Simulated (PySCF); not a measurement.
# A small calculation by hand: oscillator strength and radiative lifetime

Al(H)(OMe)(SeH) (CH5AlOSe), SMILES [O](C)[AlH][SeH].

Geometry optimised at PBE-D3(BJ)/def2-SVP. The values are those of a single conformer.

TDA-PBE0/def2-SVPD (PySCF) puts the first singlet state with f over 0.02 at 5.55 eV (vertical), with the transition dipole (0.000, 0.000, -0.487) in atomic units.

Q: Find the oscillator strength, the wavelength and the radiative lifetime that this transition would have in vacuum if emission retraced absorption.

A: 
|μ|² = 0.2372 au, so |μ| = 1.24 D. ΔE = 5.55/27.211 = 0.2040 hartree. f = (2/3) ΔE |μ|² = 0.032 (the program prints 0.032).
λ = 1239.84/5.55 = 223 nm; ν = 44764 cm⁻¹.
Einstein's coefficient A = 0.6670 ν² f s⁻¹ (ν in cm⁻¹) = 4.3e7 s⁻¹, so τ = 1/A = 23 ns. This state is S1. The figure is the radiative limit of this one transition; relaxation, internal conversion, crossing to triplets and a medium change what is measured.
